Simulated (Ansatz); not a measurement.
Input for Ansatz (an electronic-structure program): R-wB97X-V/def2-TZVPPD on ClH6NSi (a complex). Files ending in .json are basis or fitting sets from the Basis Set Exchange.

Ansatz 0.2 input:
```yaml
crystal:
  periodic: [false, false, false]
  atoms:
    - {symbol: N, position_ang: [-0.09383993, -0.07481457, 0.31169613]}
    - {symbol: H, position_ang: [-0.30930572, 0.89874724, 0.49350779]}
    - {symbol: H, position_ang: [0.52874894, -0.11157917, -0.48725244]}
    - {symbol: H, position_ang: [-0.96141658, -0.52830540, 0.04871559]}
    - {symbol: Si, position_ang: [0.43223857, -1.03704059, 3.20463340]}
    - {symbol: Cl, position_ang: [-1.32242813, 0.06465540, 3.36585749]}
    - {symbol: H, position_ang: [0.71455941, -1.51188055, 4.57914716]}
    - {symbol: H, position_ang: [1.53625463, -0.17109418, 2.76186389]}
    - {symbol: H, position_ang: [0.22061766, -2.20172755, 2.33079907]}
basis:
  gaussian:
    orbitals: def2-TZVPPD.json
hamiltonian:
  xc: {name: wB97X-V}
scf: {lower_state_search: off}
```

Program output:

```
Functional definition: wB97X-V
[...]
these checks for a lower state are left out or cut short: stability, starts, cluster_reference, orbital_swaps, neighbouring_geometries, increment
integrals: 0.23 GiB planned
1175 factors; their error is unknown
integrals: 0.26 GiB planned
320 factors; integrals over basis functions are off by at most 2.8e-5 eV
mean field: 1.61 GiB planned
mean field evaluation 1: about -21983.6063 eV, gradient 4.3e1 eV
mean field evaluation 2: about -21984.3212 eV, gradient 3.9e1 eV
mean field evaluation 4: about -21987.1240 eV, gradient 8.8e-1 eV
mean field evaluation 8: about -21987.1540 eV, gradient 3.5e-1 eV
mean field evaluation 16: about -21987.1541 eV, gradient 7.5e-6 eV
mean field -21987.15412106 eV, -808.0130105205 hartree, gradient 7.5e-6 eV, S^2 0.000000; 0 other end points of the search recorded, 0 dependent functions left out
reference -21987.15411824 eV, -808.0130104168 hartree; 22, 22 occupied and 216, 216 virtual orbitals, 1175 factors
Total energy: -21987.15411824 eV, -808.0130104168 hartree
Checks for a lower state left out: stability, starts, cluster_reference, orbital_swaps, neighbouring_geometries, increment
```

The calculation finished and met its thresholds.

Cost: around 10 core-seconds (rough).
